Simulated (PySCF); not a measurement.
Species: C₅H₇N₂ (doublet state).
Z-matrix (Å and degrees, GFN2-xTB geometry), rows numbered from 1:
```
C 
N   1  1.3333
C   2  1.3706  1  127.45
C   3  1.3752  2  107.30  1   179.98
C   4  1.4863  3  128.71  2   179.37
C   4  1.4159  3  104.05  2     0.04
N   6  1.3179  4  111.55  3    -0.06
H   1  1.0702  2  118.23  3  -179.96
H   1  1.0709  2  119.38  3     0.10
H   3  1.0707  2  121.40  1     0.07
H   5  1.0908  4  110.33  3  -102.93
H   5  1.0875  4  110.59  3    17.02
H   5  1.0886  4  110.44  3   137.89
H   6  1.0720  4  128.10  3  -179.90
```

The hyperfine couplings belong to this conformer and change with its torsions.

Identity: `[CH2]N1C=C(C)C=N1` [radical].

Method used: UKS B3LYP, pcH-1 on C H N, non-relativistic, mean-field spin-orbit, GIAO (PySCF). Isolated species at its GFN2-xTB geometry, gas phase. The geometry wasn't refined by DFT: couplings that depend on bond lengths, twists or pyramidal angles can differ widely from those at the functional's own minimum.

Task: What are Nα, Nβ and the exact ⟨S²⟩?

Result: Nα = 26, Nβ = 25 (51 in all), and S(S+1) = 0.75 for S = 1/2.

Mulliken spin populations, one withheld:

```
atom           bound to  population
  C1         N2, H8, H9     +0.8513
  N2         C1, C3, N7     -0.0348
  C3        N2, C4, H10     +0.0659
  C4         C3, C5, C6     +0.0545
  C5  C4, H11, H12, H13     -0.0049
  C6        C4, N7, H14           ?
  N7             C6, N2     +0.0248
  H8                 C1     -0.0397
  H9                 C1     -0.0397
 H10                 C3     -0.0036
 H11                 C5     +0.0042
 H12                 C5     +0.0005
 H13                 C5     +0.0013
 H14                 C6     -0.0069
```

Task: Fill in the missing population.

Result: The populations add up to Nα − Nβ = 1, and the others sum to 0.8729, so C6 holds +0.127.

Task: How is the spin shared among the elements?

Result: Carbon +1.09, nitrogen -0.01, hydrogen -0.08. The positive populations sum to 1.13, the negative ones to -0.13.

Task: The run gives ⟨S²⟩ = 0.7567. What does that say of the overlap of α and β orbitals, and of the weight of higher spin?

Result: Σ|⟨iα|jβ⟩|² over occupied orbitals = Nβ − [⟨S²⟩ − S(S+1)] = 25 − 0.0067 = 24.9933. If the quartet state (S + 1) were the only admixture, its weight would be 0.0067/(2S + 2) = 0.22 %. For Kohn–Sham this describes the determinant of the orbitals, not the true wave function.

Task: What Fermi-contact NMR shifts do the couplings of N2, C3, C4, C5, C6, N7, H8 imply at 200 K (Curie law, g = gₑ)?

Result: δ = a_FC·h·gₑ μB S(S+1)/(3 g_N μN kT), with k/h = 20836.6 MHz/K:

```csv
nuclei,isotope,a_FC (MHz),g_N,contact shift (ppm)
N2,14N,-6.95,0.4038,-3797
C3,13C,4.87,1.4048,+765
C4,13C,-0.63,1.4048,-99
C5,13C,-2.58,1.4048,-405
C6,13C,6.27,1.4048,+985
N7,14N,1.22,0.4038,+667
H8,1H,-55.89,5.5857,-2207
```

The shifts go as 1/T: at 250 K they are 0.800 times these.

H8 and H9 aren't averaged: C1 is flat or nearly so (angle sum 360°), and its turn about the short C1–N2 bond (1.33 Å) is taken as slow.

Examples of negative spin density at the nucleus (bohr⁻³): N2 (-0.0215), H8 (-0.0125) and H9 (-0.0123).
